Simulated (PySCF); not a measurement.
Species: C9H12N2.
Atom-mapped SMILES: `[CH:1]#[C:2][c:3]1[cH:4][cH:5][n:6][n:7]1[C@H:8]([CH3:9])[CH2:10][CH3:11]`

Cartesian coordinates in Å at the GFN2-xTB level; atoms count from 1:
```
atom  x, y, z in Å
C1    -2.611    2.106    0.434
C2    -2.146    1.000    0.372
C3    -1.610   -0.294    0.303
C4    -2.158   -1.513    0.677
C5    -1.163   -2.445    0.378
N6    -0.097   -1.856   -0.136
N7    -0.371   -0.561   -0.179
C8     0.586    0.384   -0.705
C9     0.839    0.073   -2.179
C10    1.880    0.319    0.116
C11    1.659    0.750    1.561
H12   -3.024    3.068    0.491
H13   -3.128   -1.686    1.098
H14   -1.181   -3.509    0.515
H15    0.134    1.378   -0.604
H16    1.231   -0.936   -2.276
H17   -0.088    0.143   -2.744
H18    1.556    0.775   -2.596
H19    2.623    0.966   -0.353
H20    2.250   -0.707    0.090
H21    1.275    1.768    1.606
H22    2.594    0.709    2.115
H23    0.946    0.093    2.053
```

Probes without a nucleus sit at each ring's centroid and 1 Å off its mean plane on both sides; NICS is minus the shielding there, NICSzz its component along the normal. Level: GIAO PBE0/pcSseg-1 (PySCF, non-relativistic, gas phase) on the GFN2-xTB geometry, one conformer.

Ring bond lengths (Å), with Mayer bond orders in brackets: C3–C4 1.388 (1.34), C4–C5 1.396 (1.41), C5–N6 1.322 (1.50), N6–N7 1.324 (1.24), N7–C3 1.357 (1.03).

Give the NICS values of each ring in ppm.

```
          ring                                                 type  NICS(0)  NICS(1), two faces  NICS(1)zz, two faces  rms pucker (Å)  centre to ring atoms, mean (Å)
C3–C4–C5–N6–N7  5-membered ring with 2 N; formal bonds all aromatic    -13.0       -11.6 / -11.5         -29.2 / -29.2            0.00                            1.15
```

What can be read from them?

- C3–C4–C5–N6–N7: mean NICS(1)zz -29.2 ppm, shielded. The ring is flat and has no four-coordinate atom; by the NICS criterion it is aromatic.

How equal are the bonds by HOMA? Use HOMA with the parameters of Krygowski (1993).

- C3–C4–C5–N6–N7: HOMA 0.98; the largest term is that of N7–C3, α(R − Ropt)² = 0.05. The geometric and the magnetic index point the same way.

List the ring angles and the Hirshfeld charges of the ring atoms.

- C3–C4–C5–N6–N7: C3 106.5° (+0.032 e), C4 104.3° (-0.091 e), C5 111.1° (-0.029 e), N6 106.4° (-0.120 e), N7 111.7° (+0.061 e); sum 540.0° against 540° for a flat convex ring.

How shielded are the nuclei of the rings and their hydrogens (means over atoms taken as equivalent)?

| atoms | environment | σ isotropic (ppm) | principal values of the symmetric part, first atom (ppm) |
| --- | --- | --- | --- |
| C3 | substituted aromatic carbon | 58.6 | -9.3, 56.9, 128.1 |
| C4 | aromatic CH carbon | 68.6 | -7.3, 61.8, 151.2 |
| C5 | aromatic CH next to a ring nitrogen | 44.0 | -42.2, 40.3, 134.0 |
| N6 | pyridine-type nitrogen | -77.3 | -340.1, -84.4, 192.6 |
| N7 | pyrrole-type nitrogen | 13.7 | -91.5, 11.2, 121.4 |
| H13 | aromatic hydrogen | 25.01 | 22.4, 24.6, 28.0 |
| H14 | aromatic hydrogen | 24.01 | 21.4, 24.9, 25.7 |
